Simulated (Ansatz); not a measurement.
Reaction (formal exchange of groups at the Se–C bond): `F/C=N\C[SeH]` + `B[SiH2][SiH3]` → `[SiH3][SiH2]B[SeH]` + `C/N=C\F`

Calculated with Ansatz (gas phase, PBE0-D4/def2-TZVP geometries, no zero-point term in ΔE). CCSD(T)/CBS adds triple-zeta CCSD(T) − MP2 to the extrapolated MP2 energy (def2 sets, frozen cores). Double bonds are as drawn, so ΔE can hold a change between cis and trans. Functionals use def2-TZVPP. B3LYP here is the variant with VWN-RPA as its local correlation; programs differ in this. For Se outer-core shells are correlated without core-valence functions, which leaves a few kJ/mol of doubt a bond. Scalar relativity is left out up to krypton. One conformer a species, not always the lowest.

(1) Is it downhill or uphill in electronic energy at CCSD(T)/CBS, and by how much? (Estimate.)

(2) What do these levels give: revPBE-D4, r2SCANh-D4, ωB97M-V, BLYP, B3LYP, BHLYP, MP2/def2-SVP, CCSD/def2-SVP, CCSD(T)/def2-TZVPP, MP2/def2-QZVPP, SCS-MP2/def2-QZVPP, MP2/CBS(def2)? (Estimate.)

Largest T1 diagnostic among the species: 0.014.

Answers

(1) The calculation gave: Downhill: ΔE = -36.9 kcal/mol.

(2) The calculation gave: revPBE-D4 -36.3, r2SCANh-D4 -37.7, ωB97M-V -35.8, BLYP -35.8, B3LYP -36.0, BHLYP -35.7, MP2/def2-SVP -39.5, CCSD/def2-SVP -38.6, CCSD(T)/def2-TZVPP -36.5, MP2/def2-QZVPP -37.1, SCS-MP2/def2-QZVPP -35.7, MP2/CBS(def2) -37.3 kcal/mol.

In def2-TZVPP, CCSD(T) changes the Hartree–Fock value by −2.5 kcal/mol (the triples alone add −0.5 kcal/mol) and MP2 by −2.9 kcal/mol. Leaving LDA and LC-ωPBE aside and taking each functional with its dispersion term where it has one, the values, not all of them listed here, spread over 2.3 kcal/mol, from r2SCANh-D4 to ωB97X-V. LDA lies −1.5 kcal/mol from PBE without D4. At CCSD(T), def2-SVP lies −2.3 kcal/mol from the extrapolated value and def2-TZVPP +0.4 kcal/mol.
